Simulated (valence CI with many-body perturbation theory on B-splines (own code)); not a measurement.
The numbers below are computed, except where a source is named.
## Pd39+ in three bases

Method: valence CI with perturbative core correlation (CI+MBPT): five valence electrons over a frozen Dirac-Fock core [He], radial functions for each j: 9 s, 9 p, 8 d, 6 f, 3 g, 1 h, with the one-electron correlation potential Σ1, the two-electron term Σ2, the three-electron term Σ3, Breit, model QED; selected CI, second order for the rest, scaled by the run's own slope (own B-spline code, finite nucleus).

No measured spectrum was set against this ion. As an estimate, large intervals hold to a few tenths of a per cent, small ones and those within an open d or f shell to about a per cent. Among the levels kept, up to 3500 cm⁻¹ of a level comes from second order outside the variational space, and about a tenth of that is noise between levels of different J, which matters for small intervals.

The reference run has the lowest level (2s^2 2p1/2^2 2p3/2) J=3/2 and an ionisation energy of 5879.12 eV. Its largest variational space holds 20000 state functions.

Levels are named by their leading jj configuration (3d3/2^4 stands for four electrons in 3d with j = 3/2), which in mixed levels can hold well under half, so a name can repeat and another be missing. Letters in brackets count levels of one name in rising energy.

Changed runs:
A. basis 6 s, 6 p, 5 d, 3 f, 1 g
B. basis 5 s, 5 p, 4 d, 2 f

Excitation energies of the reference run in cm⁻¹, and shifts in cm⁻¹:

```csv
Level,Reference,A,B
(2s^2 2p1/2 2p3/2^2) J=3/2,1226630,-50,-219
(2s^2 2p1/2 2p3/2^2) J=5/2,1367260,+96,+197
(2s^2 2p1/2 2p3/2^2) J=1/2,1562580,+68,+282
(2s 2p1/2^2 2p3/2^2) J=5/2,2638270,-113,-253
(2s^2 2p3/2^3) J=3/2,2795930,+30,+81
(2s 2p1/2^2 2p3/2^2) J=1/2,3074170,-40,+149
(2s 2p1/2^2 2p3/2^2) J=3/2,3084640,+17,+214
(2s 2p1/2 2p3/2^3) J=3/2 [a],4021400,-111,-197
(2s 2p1/2 2p3/2^3) J=5/2,4237950,+54,+243
(2s 2p1/2 2p3/2^3) J=1/2,4459430,-7.5,+177
(2s 2p1/2 2p3/2^3) J=3/2 [b],4555510,+109,+483
(2s 2p3/2^4) J=1/2,5832040,+6.4,+277
Ionisation energy (eV),5879.12,-0.028,-0.12
```
